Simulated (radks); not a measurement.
Spin polarisation of the 2p4 shell in neutral oxygen. Start: [He] 2s2 2p(up 2, down 2); electrons of 2p are moved from spin down to spin up, other shells keep equal spins. Calculated with a radial shooting solver on a logarithmic mesh with Libxc functionals: non-relativistic Kohn-Sham, PBE, spin-polarised, spherical densities, point nucleus.

| moment (Bohr magnetons) | E - E(0) (eV) | e(2p up) (eV) | e(2p down) (eV) | 2s down minus up (eV) |
|---|---|---|---|---|
| 0 | 0.000 | -9.038 | -9.038 | 0.000 |
| 0.5 | -0.095 | -9.397 | -8.639 | 0.805 |
| 1 | -0.379 | -9.716 | -8.199 | 1.613 |
| 1.5 | -0.853 | -9.995 | -7.718 | 2.426 |
| 2 | -1.518 | -10.231 | -7.193 | 3.246 |

At moment 2 the spin-polarisation energy is -1.518 eV and the 2p exchange splitting 3.038 eV, that is 1.519 eV per Bohr magneton; E = -I m^2/4 would give I = 1.518 eV.
